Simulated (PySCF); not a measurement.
**Kr+: excitation energy**

Kr+ [Ar] 3d10 4s2 4p5 (2P) → Kr+ [Ar] 3d10 4s1 4p5 4d1 (high-spin determinant), as a difference of total energies. Calculation: PySCF 2.14, in aug-cc-pVDZ-DK; the spin-free X2C one-electron Hamiltonian (Gaussian nucleus). Correlated levels: valence: [Ar] 3d10 frozen. The calculations carry no spin-orbit coupling.

```tsv
method	excitation energy (cm⁻¹)
UHF	260920
LDA	252780
PBE	249550
PBE0	253670
r2SCAN	254060
B3LYP	254850
r2SCANh	255060
MN15	249040
LC-wPBE	256470
MP2 (valence)	257530
SCS-MP2 (valence)	255930
```

The upper state lies above the first ionisation limit, where it may autoionise and the basis confines it.

The promoted electron is Rydberg-like, and one or two diffuse shells describe it only roughly, which tends to raise the upper state.

The determinant of the upper state mixes LS terms, which raises its energy above the lowest term, most at the Hartree-Fock and MP2 levels.
